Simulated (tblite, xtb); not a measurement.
HF$_{5}$OW, singlet, geometry from GFN2-xTB (such geometries of metal compounds can be far from the true shape). Base run: GFN1-xTB in xtb.

Geometry (Å):
```xyz
8

W      0.0063    -0.0130     0.0030
F     -0.7808     1.6053    -0.3708
F      1.4144     0.9323     0.7703
F      0.8428     0.0938    -1.6565
F     -0.8929     0.0093     1.6327
F     -1.4645    -0.8293    -0.7941
O      0.7831    -1.6099     0.3718
H      1.1960    -2.4590     0.5679
```
Charge 0, spin multiplicity 1.
All else is at xtb's defaults.
Base energy -33.64693 Eh.

Programs used: tblite, xtb; a row that names a program was run with it.

The base run was repeated with changes; each row names its change, and settings that it needs were set with it.

```
change                                            ΔE vs base (kJ/mol)  HOMO-LUMO gap (eV)  dipole (D)  SCF cycles
------------------------------------------------  -------------------  ------------------  ----------  ----------
base                                                             0.00                6.29        4.59           9
alpb = chcl3                                                   -21.52                6.42        4.86           9
acc = 0.0001                                                     0.00                6.29        4.59          12
etemp = 1000                                                     0.00                6.29        4.59           9
program = tblite; method = gfn1; option = --grad                 0.00                   -           -           -
acc = 30                                                         0.00                6.29        4.59           6
program = tblite; method = gfn1                                  0.00                   -           -           -
acc = 0.1                                                        0.00                6.29        4.59          10
```

ALPB and GBSA are two models with their own fitted parameters for each solvent, which aren't always the measured dielectric constant.
